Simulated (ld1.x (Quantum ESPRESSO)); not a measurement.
# Zn: excitation energies, all-electron against TM

- Element: Zn (Z = 30)
- Generator: ld1.x (Quantum ESPRESSO) 7.5
- Type: norm-conserving Troullier–Martins (Kleinman–Bylander form)
- Functional: PBEsol
- Relativity: fully relativistic
- Frozen core: [Ar] 3d10
- Valence charge: 2
- Reference configuration: 4s1 4p1
- Partial waves: 4s (bound): rc 1.75 bohr; 4p (bound): rc 2.65 bohr; 4d channel at -0.1 Ry: rc 2.65 bohr
- Local potential: all-electron potential smoothed inside 2.30 bohr (lloc = -1)
- Core correction: none

Open shells are filled in proportion to 2j + 1 (rel_dist='average').

Energies are relative to the spin-unpolarised reference configuration 4s1 4p1; without spin polarisation the order of configurations can differ from experiment.

```tsv
valence configuration	charge	ΔE all-electron (eV)	error AE − PS (meV)
4s2 4p0	0	-5.125	+26
4s1.5 4p0	+0.5	-1.175	+20
4s0 4p2	0	5.476	+45
```

**Question.** What are ΔE and the potential's error for 4s0 4p1?

**Answer.** ΔE = 11.131 eV all-electron; the error (AE − PS) is +72 meV.

**Question.** What are ΔE and the potential's error for 4s1 4p0?

**Answer.** ΔE = 4.775 eV all-electron; the error (AE − PS) is +9.9 meV.

Levels in the configuration 4s2 4p0:

```json
{"level": "4s j=1/2", "all-electron (eV)": "-5.997", "pseudo (eV)": "-5.991"}
```

ld1.x printed “convergence not achieved” for 3 of the counted tests; their residual had stalled under 1e-8, short of the target of 1e-14.

Note: ghost states, extra bound levels that the all-electron valence spectrum of the same l lacks: d3/2 at -71.4 eV, d5/2 at -60.5 eV. A true bound ghost makes a file unfit for plane-wave use.
